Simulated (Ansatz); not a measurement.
Reaction (formal exchange of groups at the Si–In bond): `[F][In]([F])[SiH3]` + `C#CNC` → `C#CN[SiH3]` + `[CH3][In]([F])[F]`

Calculated with Ansatz (gas phase, PBE0-D4/def2-TZVP geometries, no zero-point term in ΔE). CCSD(T)/CBS is the MP2 limit (def2-TZVPP, def2-QZVPP) plus CCSD(T) − MP2 in def2-TZVPP, frozen cores. DFT in def2-TZVPP. HSE06 is defined as in plane-wave codes. Elements past krypton have def2 core potentials. For In outer-core shells are correlated without core-valence functions, which leaves a few kJ/mol of doubt a bond.

Task: Is it downhill or uphill in electronic energy at CCSD(T)/CBS, and by how much? (An estimate is asked.)

Result: The calculation gave: Downhill: ΔE = -0.73 eV.

Task: What do these levels give: B2PLYP, revPBE, BLYP, r2SCAN, HSE06, BHLYP, RPA@PBE/def2-TZVPP, HF/def2-SVP, CCSD(T)/def2-TZVPP, HF/def2-QZVPP, HF/CBS(def2), CCSD/CBS(def2)? (Estimate.)

Result: The calculation gave: B2PLYP -0.70, revPBE -0.50, BLYP -0.58, r2SCAN -0.63, HSE06 -0.55, BHLYP -0.67, RPA@PBE/def2-TZVPP -0.70, HF/def2-SVP -0.52, CCSD(T)/def2-TZVPP -0.73, HF/def2-QZVPP -0.73, HF/CBS(def2) -0.73, CCSD/CBS(def2) -0.73 eV.

Largest T1 diagnostic among the species: 0.016.

Leaving LDA and LC-ωPBE aside and taking each functional with its dispersion term where it has one, the values, not all of them listed here, spread over 0.19 eV, from B2PLYP to PBE-D4. From BLYP to BHLYP (50 % exact exchange), in def2-TZVPP and without D4, ΔE moves by −0.09 eV. At CCSD(T), def2-SVP lies +0.25 eV from the extrapolated value and def2-TZVPP −0.00 eV.
